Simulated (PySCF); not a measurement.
Cl₄OW, singlet, geometry from GFN2-xTB (such geometries of metal compounds can be far from the true shape) (core potentials on W). Base run: SVWN5/def2-SV(P) (PySCF).

Here is a job for PySCF.
```python
from pyscf import gto, scf, dft

mol = gto.M(
    atom='''
W     0.164612   -0.050511   -0.090041
O     1.580337   -0.484924   -0.864423
Cl    0.482221   -0.520465    2.103491
Cl   -1.212340    0.744500   -1.704126
Cl   -1.153044   -1.893450   -0.115885
Cl    0.422926    2.117486    0.515249
''',
    basis='def2-sv(p)',
    ecp={'W': 'def2-sv(p)'},
    charge=0,
    spin=0,
    verbose=4,
)

mf = dft.RKS(mol)
mf.xc = 'lda,vwn'
mf.kernel()
```

Each row names what was changed in the base input (with any setting that the change needs).

```csv
change,ΔE vs base (mEh),fitting functions,dipole (D),outcome
base,0.000,-,0.72,converged
auxbasis = def2-svp-ri,-,-,-,input refused
auxbasis = default (with mf = mf.density_fit()),-0.325,342,0.72,converged
auxbasis = autoaux,-0.085,929,0.72,converged
auxbasis = even-tempered beta=1.6,-0.018,1381,0.72,converged
auxbasis = def2-universal-jfit,-0.325,342,0.72,converged
auxbasis = cc-pvqz-jkfit,-,-,-,input refused
auxbasis = def2-universal-jkfit,-0.070,816,0.72,converged
auxbasis = cc-pvtz-ri,-,-,-,input refused
auxbasis = cc-pvtz-jkfit,-,-,-,input refused
```

A fitting set is made for a task (jfit for Coulomb, jkfit for Coulomb and exchange, ri for correlation) and for a family of orbital bases.

- auxbasis = def2-svp-ri: ended with `pyscf.lib.exceptions.BasisNotFoundError: Basis set not found for W in def2-svp-ri`
- auxbasis = cc-pvqz-jkfit: ended with `pyscf.lib.exceptions.BasisNotFoundError: Basis set not found for W in cc-pvqz-jkfit`
- auxbasis = cc-pvtz-ri: ended with `pyscf.lib.exceptions.BasisNotFoundError: Basis set not found for W in cc-pvtz-ri`
